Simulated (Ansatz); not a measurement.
`[O][In]([Cl])[Cl]` radical, relaxed with UKS PBE-D4/def2-SVP in Ansatz 0.2.0 from a rough embedded geometry. The force threshold is 0.03 eV/Å; the program also tests the step.

Charge 0, multiplicity 2. In takes the def2 core potential.

Start:

```xyz
4

O    -0.998   -0.234   -1.558
In    0.399    0.010   -0.048
Cl    0.377   -2.176    0.939
Cl    0.222    2.399    0.667
```

Question: How much energy does the relaxation release, and in how many steps? (Estimate.)

Answer: The calculation gave: 0.51 eV, in 3 steps.

Question: Which bonds change most? (Best estimate.)

Answer: Ansatz gave: In2–Cl4 from 2.500 to 2.344 Å; In2–Cl3 from 2.399 to 2.345 Å; O1–In2 from 2.071 to 2.032 Å.

Question: Give the relaxed structure. (Best estimate.)

Answer: Computed: 
```xyz
4

O    -1.008   -0.195   -1.847
In   -0.044   -0.003   -0.069
Cl    0.610   -1.920    1.114
Cl    0.442    2.119    0.802
```
